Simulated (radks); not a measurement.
Q: All-electron atom: Be III in 1s1.5 2p0.5 (fractional occupations, a model configuration). Calculated with a radial shooting solver on a logarithmic mesh with Libxc functionals: Dirac Kohn-Sham, PBEsol, spin-unpolarised, spherical densities, point nucleus; open shells are shared between the two j in proportion to 2j + 1. Some entries of the table are withheld. Estimate them.

| orbital | occ. | eigenvalue (hartree) | <1/r> (bohr^-1) | <r> (bohr) |
|---|---|---|---|---|
| 1s1/2 | 1.5 | -5.46029 | (1) | 0.4021 |
| 2p1/2 | 0.166667 | (2) | (3) | (4) |
| 2p3/2 | 0.333333 | (5) | (6) | (7) |

A: 
(1) 1s1/2 <1/r> (bohr^-1): 3.792
(2) 2p1/2 eigenvalue (hartree): -0.79240
(3) 2p1/2 <1/r> (bohr^-1): 0.7038
(4) 2p1/2 <r> (bohr): 1.808
(5) 2p3/2 eigenvalue (hartree): -0.79226
(6) 2p3/2 <1/r> (bohr^-1): 0.7035
(7) 2p3/2 <r> (bohr): 1.809
